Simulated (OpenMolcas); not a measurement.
A run on Sc I.

```yaml
Program: OpenMolcas
Method: "SS-CASPT2, IPEA 0.15 Eh, sigma1 regulariser 0.05 Eh (closed shells correlated: 3s 3p)"
Basis: ANO-RCC-VDZ [5s4p2d]
Scalar_Hamiltonian: DKH3, point nucleus
Active_space: 3 electrons in 6 orbitals (3d 4s)
State_averaging: 2S+1 = 4 even, 17 roots; 2S+1 = 2 even, 30 roots kept (CI in the orbitals of an earlier block)
Spin-orbit_coupling: RASSI with atomic mean-field integrals over the reference wave functions, term energies averaged over their components
```

First CASPT2 step and the start of its output:

```
&CASPT2
Multistate=17 1 2 3 4 5 6 7 8 9 10 11 12 13 14 15 16 17
Frozen=2 3
IPEA=0.15
Sig1=0.05
MaxIter=60
WThr=0.0 0.3 0.05
PrWF=0.5
NoMix
```

```
--- CASPT2 ---
Orbital specifications:
      -----------------------

      Symmetry species                           1   2
                                                ag  au
      Frozen orbitals                            2   3
      Inactive orbitals                          1   3
      Active orbitals                            6   0
      Secondary orbitals                         6   6
      Deleted orbitals                           0   0
      Number of basis functions                 15  12
Type of calculation                        MS-CASPT2
      Fock operator                              state-specific
      IPEA shift                                 0.15
      Real shift                                 0.00
      Imaginary shift                            0.00
      Sigma^1 regularizer                        0.05
      The input orbitals will be transformed to quasi-canonical
Reference energy:        -763.2417642541
      E2 (Non-variational):      -0.1857516454
      Shift correction:           0.0000000010
      E2 (Variational):          -0.1857516444
      Total energy:            -763.4275158985
      Residual norm:              0.0000001730
      Reference weight:           0.94527
      Contributions to the CASPT2 correlation energy
      Active & Virtual Only:         -0.0129440584
      One Inactive Excited:          -0.0372471871
      Two Inactive Excited:          -0.1355603999
Reference energy:        -763.2417642541
      E2 (Non-variational):      -0.1848145075
      Shift correction:           0.0000000020
      E2 (Variational):          -0.1848145056
      Total energy:            -763.4265787597
      Residual norm:              0.0000001215
      Reference weight:           0.94648
...
```

Over all roots the printed reference weights run from 0.65 to 0.95, and roots that are degenerate in the reference spread by up to 1200 cm-1.

Did the run give usable levels, and if not, why?

No. The equations converged, but the reference weight falls to 0.65 for at least one root against 0.95 for the best. A drop of that size marks an intruder state, so the energies of such roots and the levels built on them can't be trusted.
